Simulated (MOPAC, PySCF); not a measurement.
C10H9BO, SMILES `c1(B)c2cccc(cc-2cc1)O`, neutral singlet in the gas phase. 

Cartesian coordinates (Å):
SMILES: Bc1ccc2cc(O)cccc1-2
```xyz
21

B     -3.3643    -0.2293     0.3767
C     -2.0127     0.4471     0.3626
C     -1.7564     1.8155     0.6526
C     -0.4014     2.1135     0.5496
C      0.2839     0.9347     0.1839
C      1.6603     0.8409    -0.0137
C      2.4362    -0.2617    -0.3729
O      3.7723    -0.1127    -0.5077
C      1.9886    -1.5713    -0.6254
C      0.7045    -2.0864    -0.5834
C     -0.5100    -1.4545    -0.2788
C     -0.7353    -0.1320     0.0624
H     -4.3559     0.4096     0.6548
H     -3.4941    -1.4071     0.1159
H     -2.5361     2.5313     0.9212
H      0.0695     3.0820     0.7179
H      2.2140     1.7770     0.1367
H      4.0190     0.7998    -0.3226
H      2.7934    -2.2623    -0.8912
H      0.6284    -3.1504    -0.8254
H     -1.4039    -2.0837    -0.3133
```
Charge 0, spin multiplicity 1.

All levels are single points at this geometry (PBE0-D3(BJ)/def2-SVP); Pople sets use spherical d functions. Orbital energies aren't observables, and empty levels follow the basis.

B3LYP/3-21G in PySCF gives gap (eV) = 3.24.

Q: Estimate the gap (eV) from each of these levels: PBE-D3(BJ)/def2-TZVP in PySCF; ωB97X-D3(BJ)/def2-TZVP in PySCF; BP86/6-31G* in PySCF; M06-2X/6-31G* in PySCF; SVWN5/6-31G* in PySCF; HF/3-21G in PySCF; AM1 in MOPAC; PM7 in MOPAC.

A: 
| level | gap (eV) |
|---|---|
| PBE-D3(BJ)/def2-TZVP in PySCF | 1.97 |
| ωB97X-D3(BJ)/def2-TZVP in PySCF | 7.17 |
| BP86/6-31G* in PySCF | 2.01 |
| M06-2X/6-31G* in PySCF | 5.11 |
| SVWN5/6-31G* in PySCF | 1.99 |
| HF/3-21G in PySCF | 8.28 |
| AM1 in MOPAC | 6.73 |
| PM7 in MOPAC | 6.71 |
